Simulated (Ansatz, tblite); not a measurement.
Spin states of the cluster Ca₃Te₂ (the lowest singlet isomer of a short search), each relaxed with PBE-D4/def2-SVP in Ansatz. Electronic energies in the gas phase.

In the def2 sets Te takes a core potential; there is no spin–orbit coupling. The xTB rows come from tblite. Correlated methods freeze 23 core orbitals; core or outer-core shells of Ca, Te are correlated, in sets that lack core-valence functions. The rows differ in basis, and correlated rows in double-zeta sets carry the largest basis error. The structure comes from a short search, and lower isomers may exist.

Singlet geometry (D3h within 0.1 Å):

```csv
atom,x (Å),y (Å),z (Å)
Ca1,-0.955,1.773,0.546
Ca2,-1.097,-1.769,-0.151
Ca3,2.050,-0.005,-0.394
Te4,-0.396,0.423,-2.066
Te5,0.397,-0.423,2.066
```

Triplet geometry (C2v within 0.1 Å):

```xyz
5

Ca    0.750    0.515    1.932
Ca    0.560   -1.517   -1.395
Ca   -1.495    1.143   -0.613
Te   -1.331   -1.440    0.955
Te    1.515    1.298   -0.879
```

Quintet geometry (D3h within 0.1 Å):

```tsv
atom	x (Å)	y (Å)	z (Å)
Ca1	1.9784	-0.8235	1.3501
Ca2	-2.3183	-0.8951	0.4865
Ca3	0.3389	1.7164	-1.8344
Te4	-0.2562	1.3017	1.1684
Te5	0.2573	-1.2995	-1.1706
```

⟨S²⟩: triplet 2.00 at PBE0-D4/def2-TZVP (pure 2.00), quintet 6.01 at PBE0-D4/def2-TZVP (pure 6.00).

Run but left out: HF/def2-SVP, HF/def2-TZVP, r2SCAN-D4/def2-TZVP, PBE-QIDH/def2-TZVP (singlet: restricted singlet, unstable towards broken spin symmetry).

Only these spin states were relaxed. The quintet has other bonds than the singlet, so the gap mixes isomer and spin.

| level | triplet − singlet (kcal/mol) | quintet − singlet (kcal/mol) | lowest of these | remarks |
| --- | --- | --- | --- | --- |
| GFN1-xTB | 3.5 | 56.3 | singlet | – |
| GFN2-xTB | 1.1 | 30.5 | singlet | – |
| PBE-D4/def2-TZVP | 9.0 | 55.0 | singlet | – |
| CAM-B3LYP-D4/def2-TZVP | 5.6 | 44.0 | singlet | – |
| CCSD(T)/def2-SVP | 12.9 | 45.9 | singlet | restricted SCF unstable (singlet) |

Task: Estimate the rows for PBE0-D4/def2-TZVP, MP2/def2-SVP, MP2/def2-TZVP, CCSD/def2-SVP.

Result: 
```csv
level,triplet − singlet (kcal/mol),quintet − singlet (kcal/mol),lowest of these,remarks
PBE0-D4/def2-TZVP,6.3,48.8,singlet,–
MP2/def2-SVP,17.4,50.8,singlet,restricted SCF unstable (singlet)
MP2/def2-TZVP,18.6,52.9,singlet,restricted SCF unstable (singlet)
CCSD/def2-SVP,8.9,40.1,singlet,restricted SCF unstable (singlet)
```

The xTB methods have no spin-polarisation term.
